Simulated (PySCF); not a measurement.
**A ladder of Hamiltonians for Nd⁴⁸⁺ (neodymium, charge +48)**

Occupied: 1s1/2, 2s1/2, 2p1/2, 2p3/2, 3s1/2. Hartree-Fock calculated with PySCF 2.14 in an uncontracted even-tempered set (17 s from 5.3 bohr⁻², ratio 2.7; 13 p from 6.4 bohr⁻², ratio 2.7), Gaussian nucleus throughout. NR is non-relativistic, sf-X2C the spin-free one-electron X2C Hamiltonian, X2C adds the bare one-electron spin-orbit term, X2C-SNSO screens it by Boettger's factors, DC is four-component Dirac-Coulomb, and the Gaunt and Breit terms are added at first order (total energies over the DC spinors, levels after relaxing the spinors in that mean field). QED terms are absent. Levels marked empty are virtual spinors of this ion; the basis has s and p functions only, so 3d, which can lie below the n = 4 levels, is absent.

| Hamiltonian | E (hartree) | E − E(DC) (hartree) | CPU seconds |
| --- | --- | --- | --- |
| NR | -6986.6381 | 317.4468 | 0.29 |
| sf-X2C | -7297.5847 | 6.5001 | 0.15 |
| X2C | -7301.7625 | 2.3223 | 0.2 |
| X2C-SNSO | -7301.4757 | 2.6091 | 0.2 |
| DC | -7304.0848 | 0.0000 | 12 |
| DC+Gaunt | -7296.6783 | 7.4065 | 20 |
| DC+Breit | -7297.3339 | 6.7509 | 63 |

```
   level (eV)        NR    sf-X2C       X2C  X2C-SNSO        DC  DC+Gaunt  DC+Breit
        1s1/2  -44913.8  -47199.9  -47194.6  -47195.0  -47239.8  -47119.6  -47127.6
        2s1/2   -9765.5  -10400.9  -10399.7  -10399.7  -10405.5  -10393.0  -10393.9
        2p1/2   -9447.6   -9657.5  -10049.8  -10035.2  -10038.2  -10016.5  -10018.7
        2p3/2   -9447.6   -9657.5   -9488.2   -9493.7   -9497.8   -9482.7   -9484.9
        3s1/2   -4002.5   -4198.2   -4198.0   -4198.0   -4199.3   -4196.1   -4196.5
3p1/2 (empty)   -3820.2   -3902.0   -4001.6   -3998.0   -3998.7   -3993.2   -3994.0
3p3/2 (empty)   -3820.2   -3902.0   -3858.6   -3860.0   -3860.9   -3857.2   -3857.9
4s1/2 (empty)   -2124.8   -2201.5   -2201.5   -2201.5   -2201.9   -2200.8   -2200.9
```

```json
{"interval (eV)": "2p3/2 − 2p1/2", "X2C": "561.6", "X2C-SNSO": "541.6", "DC": "540.4", "DC+Gaunt": "533.8", "DC+Breit": "533.8"}
{"interval (eV)": "3p3/2 − 3p1/2", "X2C": "143.0", "X2C-SNSO": "137.9", "DC": "137.8", "DC+Gaunt": "136.1", "DC+Breit": "136.1"}
```

Weight of the small component: 1s1/2 0.0496, 2s1/2 0.0112, 2p1/2 0.0111, 2p3/2 0.0105, 3s1/2 0.00429, 3p1/2 0.00421, 3p3/2 0.00404, 4s1/2 0.00204.

Koopmans' value for the highest occupied level at DC+Breit: 4196.5 eV, against an ionisation energy of 4198 ± 4 eV (theoretical estimate listed by NIST; NIST Atomic Spectra Database, ionization energies); the former lacks relaxation, correlation, QED and recoil.

The whole ladder took 99 s of wall time on 1 thread of Intel(R) Xeon(R) Platinum 8223CL CPU @ 3.00GHz (shared host), launched as `OMP_NUM_THREADS=1 python relrun2.py TASK.json OUT` (a driver that calls PySCF for each Hamiltonian).

Dirac-Coulomb iterations, started from the X2C spinors:

```
with_ssss True, with_gaunt False, with_breit False
light speed = 137.03599967994
init E= -7271.76118607745
cycle= 1 E= -7304.08402046776  delta_E= -32.3  |g|= 1.74  |ddm|= 0.145
cycle= 2 E= -7304.08481578052  delta_E= -0.000795  |g|= 0.0227  |ddm|= 0.0105
cycle= 3 E= -7304.08481673935  delta_E= -9.59e-07  |g|= 0.000797  |ddm|= 0.000559
cycle= 4 E= -7304.08481674059  delta_E= -1.24e-09  |g|= 3.47e-06  |ddm|= 1.6e-05
```
